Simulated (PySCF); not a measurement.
**Vibration and rotation of SrCl**

UHF-CCSD(T) constants of SrCl, ²Σ⁺ (doublet), unpaired electrons σ ↑ (Sr def2-SVPD with ECP28, Cl def2-SVPD; scalar-relativistic core potentials (PySCF 2.14); masses 87.9056 and 34.9689 u):

| Property | Result |
| --- | --- |
| ωe | 295.2 cm⁻¹ |
| ωexe | 0.948 cm⁻¹ |
| Be | 0.09566 cm⁻¹ |
| αe | 0.000423 cm⁻¹ |
| De to Sr + Cl | 4.09 eV |

What force constant and bond length do these constants imply?

Reduced mass μred = 25.017 u; k = 5.8918×10⁻⁷·μred·ωe² (u, cm⁻¹, mdyn/Å) = 1.28 mdyn/Å; Re = √(16.8576/(μred·Be)) (u, cm⁻¹, Å) = 2.654 Å.

Estimate the centrifugal constant D from the Kratzer relation and find the Dunham coefficient a1.

D = 4Be³/ωe² = 4.02e-08 cm⁻¹; a1 = −1 − αeωe/(6Be²) = -3.27.

Correlated steps freeze 5 core orbitals. Correlated levels converge slowly with the basis: in double zeta they bind strong bonds too weakly, by up to about 1 eV, and carry superposition errors of some tenths. Spin–orbit coupling is left out. The state is the lowest determinant that a PBE0 search found; another state may lie lower at other levels.
